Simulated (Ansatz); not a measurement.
A made-up structure of ZnH2SO, singlet:

S1  (-1.108, -1.103, -0.143)
O2  (-0.316, -0.246, 1.026)
Zn3  (1.120, 0.462, 0.165)
H4  (-2.021, -0.186, -0.536)
H5  (-1.490, -2.404, -0.245)
(Å)

It is relaxed with PBE-D4/def2-SVP and then PBE0-D4/def2-TZVP (Ansatz 0.2.0). Atoms count as bonded within 1.22 times the sum of their covalent radii (H–H: 0.88 Å). The end point is not checked to be a true minimum.

Q: Does its bonding change? (Judge from chemistry; the calculation decides.)

A: By the calculation: Yes. Formed: none; broken: S1–Zn3, O2–Zn3.

Where it ends: The first stage lowers the energy by 1.67 eV in 12 steps. It ends as a complex of H₂SO ([O][SH2]) + Zn:
| atom | x (Å) | y (Å) | z (Å) |
| --- | --- | --- | --- |
| S1 | -1.1431 | -1.0171 | -0.3976 |
| O2 | -0.6126 | -0.3962 | 0.8393 |
| Zn3 | 2.0128 | 0.8326 | 0.4607 |
| H4 | -2.4551 | -0.6237 | -0.5516 |
| H5 | -1.6167 | -2.2729 | -0.0833 |

Labels in which every atom is bracketed show which atoms are joined, not bond orders.

For scale, one of the runs: PBE0-D4/def2-TZVP relaxation, 128 basis functions, launched by `ansatz run in.yaml --threads 2 --pin off --events-out ev --progress --plain --max-ram 4352MiB`. Hardware: 2 CPU threads of an Arm Neoverse V1, shared host. Wall time about 35 s.
